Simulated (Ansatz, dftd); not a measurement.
Reaction: CH5BO (SMILES BOC) → CH4BO (SMILES BO[CH2], doublet) + H (doublet) (the C-H bond breaks)
Each species at its own B3LYP-D3(BJ)/def2-TZVP minimum (Ansatz, an electronic-structure program).

Property: bond dissociation energy (electronic), in kcal/mol. UHF or UKS for unpaired electrons; spin-orbit terms are left out. Correlated methods leave the cores frozen. Rows without X2C or -DK are non-relativistic. CBS(X,Y): correlation extrapolated as X^-3, Hartree-Fock from the larger set. A bracket is a step between two methods taken in the basis named. The functionals are non-relativistic, so their misses hold any scalar relativity. Double hybrids freeze cores in their MP2 part. 'core' is core correlation in cc-pwCVTZ, 'X2C' scalar relativity in cc-pVTZ-DK, both at CCSD(T). Where a partner has so few electrons that a lower coupled-cluster level is exact, that level stands in.

Compared with CCSD(T)/CBS(cc-pVTZ,cc-pVQZ) + [CCSDT(Q) - CCSD(T)]/cc-pVDZ + core + X2C (Ansatz): 106.6 kcal/mol.

Costs are rough ratios of core time, to one figure, on one kind of shared machine, summed over the single points of the molecules; atoms, geometries and frequencies are left out. The first row took roughly 9 core seconds; short runs hold start-up time.

```
level                               program  cost relative to the first row  difference (kcal/mol)
---------------------------  --------------  ------------------------------  ---------------------
PBE/def2-TZVPD                       Ansatz                               1                   -5.9
r2SCAN-D4/def2-TZVPD         Ansatz + dftd4                               1                   -6.6
r2SCANh-D4/def2-TZVPD        Ansatz + dftd4                               2                   -6.5
B2GP-PLYP-D3(BJ)/def2-TZVPD  Ansatz + dftd3                               2                   -3.1
wB97X-V/def2-TZVPD                   Ansatz                               3                   -1.7
wB97M-V/def2-TZVPD                   Ansatz                               3                   -1.5
CCSD(T)/cc-pVTZ                      Ansatz                               9                   -1.2
```

The dearest row costs roughly 9 times the first. Costs within a factor of two don't rank. The table holds for this case alone.
